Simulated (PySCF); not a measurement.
# Electron correlation in N²⁺ (nitrogen, charge +2)

[He] 2s2 2p1, 2P determinant. Calculation: PySCF 2.14, in aug-cc-pVTZ (5s4p3d2f, 46 functions); no relativity, point nucleus. Frozen: 1s2; 3 electrons correlated.

MP2 pair energies summed by pair of shells (mhartree):

| pair | energy | share (%) |
| --- | --- | --- |
| 2s-2s | -33.29 | 58.8 |
| 2s-2p | -23.33 | 41.2 |

Total MP2 correlation energy: -56.62 mhartree.

Same-spin part -3.65 and opposite-spin part -52.98 mhartree; SCS-MP2 scales them by 1/3 and 6/5 to -64.79 mhartree.
